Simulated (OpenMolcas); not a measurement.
## 4d ions of charge +4 along the row

```json
{
 "Program": "OpenMolcas 26.06",
 "Method": "MS-CASPT2, IPEA 0.25 Eh, imaginary shift 0.1 Eh",
 "Basis": "ANO-RCC-VTZP",
 "Scalar Hamiltonian": "DKH2, point nucleus",
 "Spin-orbit coupling": "RASSI with atomic mean-field integrals over the reference wave functions, term energies averaged over their components"
}
```

Active space: the 4d shell; CASPT2 also correlates the outermost closed s and p core shells.

B and C come from two terms' centres of gravity (d2, d8: 3P = 15B, 1G = 12B + 2C; d3, d7: 4P = 15B, 2G = 4B + 3C; d4, d6: 3G = 9B + 4C, 3H = 4B + 4C; d5: 4D = 17B + 5C, 4G = 10B + 5C, above the ground term), where all their levels are at least 80 % pure. ζ = ±2S·A comes from the whole width of the ground multiplet by E(J) = (A/2) J(J+1), where its levels are at least 85 % pure. Energies in cm-1.

```tsv
Ion	Configuration	Lowest level	Weight (%)	B	C	ζ	ζ measured
Tc4+	4d3	4F 3/2	98	722	3121	1098	
Ru4+	4d4	5D0	97			1390	
Rh4+	4d5	6S 5/2	99				
Pd4+	4d6	5D4	98			1712	
Ag4+	4d7	4F 9/2	97			1960	2028
```

Measured columns use the levels in the list in Gamrath, thesis, University of Mons (2023) (Ag4+).

The computed ζ goes from 1098 (Tc4+) to 1960 cm-1 (Ag4+), a factor of 1.79, rising at every step.

CASPT2 breaks the degeneracy within a term, and the mean is taken; among the low terms the widest spread is 1800 cm-1 (4d6 1I, Pd4+). Terms from blocks run as CI alone lack orbitals of their own. The CASPT2 spread within a term exceeds the gap to the next term for 4d3 2H and 4d3 2D(1), so the order of their levels is uncertain (figures for Tc4+; the like holds for Ru4+, Rh4+, Pd4+). Blocks of more than 70 roots (2S+1 = 2 even) ran without multistate coupling (holds for Rh4+). Computed and measured levels are paired by configuration, term and J; levels that our copy of the source lacks, or whose pairing is in doubt (as where it misses far off the trend of its configuration), stay unpaired and out of the deviations. Levels of configurations outside the active space are missing.

A number in round brackets counts repeated terms of one configuration in the order of the reference energies.
